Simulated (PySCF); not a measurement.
W(NH)(S)(Cl)(Me) (CH4ClNSW), SMILES [CH3][W](=[NH])(=[S])[Cl], multiplicity 1.

Coordinates come from a PBE0-D3(BJ)/def2-SVP optimisation. The spin state was assumed, not searched. The structure was generated by enumeration; whether it is a known compound was not checked. The def2 effective core potentials stand for the cores of W; spin–orbit coupling is left out.

Computed with TDDFT-PBE/def2-SVPD (PySCF).

Vertical excitations. 

```
state  energy (eV)  λ (nm)      f                                                                  main pairs
-----  -----------  ------  -----  --------------------------------------------------------------------------
S1            3.08     403  0.005                                                              HOMO→LUMO 97 %
S2            3.64     341  0.003                                          HOMO−1→LUMO 66 %, HOMO→LUMO+1 26 %
S3            3.71     334  0.004                                          HOMO→LUMO+1 71 %, HOMO−1→LUMO 28 %
S4            4.21     294  0.000                                          HOMO−2→LUMO 64 %, HOMO−3→LUMO 34 %
S5            4.31     288  0.004                      HOMO−3→LUMO 44 %, HOMO−1→LUMO+1 29 %, HOMO−2→LUMO 23 %
S6            4.52     275  0.006     HOMO→LUMO+2 42 %, HOMO−1→LUMO+1 29 %, HOMO−3→LUMO 11 %, HOMO−2→LUMO 7 %
S7            4.83     257  0.003  HOMO−4→LUMO 42 %, HOMO−2→LUMO+1 16 %, HOMO→LUMO+2 16 %, HOMO−3→LUMO+1 15 %
S8            4.92     252  0.005                    HOMO−3→LUMO+1 53 %, HOMO−4→LUMO 21 %, HOMO−2→LUMO+1 11 %
S9            4.96     250  0.006                  HOMO−2→LUMO+1 45 %, HOMO−3→LUMO+1 25 %, HOMO−1→LUMO+2 12 %
S10           5.10     243  0.020     HOMO→LUMO+4 43 %, HOMO−4→LUMO 12 %, HOMO−1→LUMO+2 10 %, HOMO→LUMO+2 9 %
T1            2.75     451      0                                                              HOMO→LUMO 98 %
T2            3.22     385      0                                                            HOMO−1→LUMO 88 %
T3            3.35     370      0                                                            HOMO→LUMO+1 92 %
T4            3.79     328      0                                                          HOMO−1→LUMO+1 76 %
```
Triplets are in the Tamm–Dancoff approximation, which puts them higher than full response would, so one can lie above its singlet here.
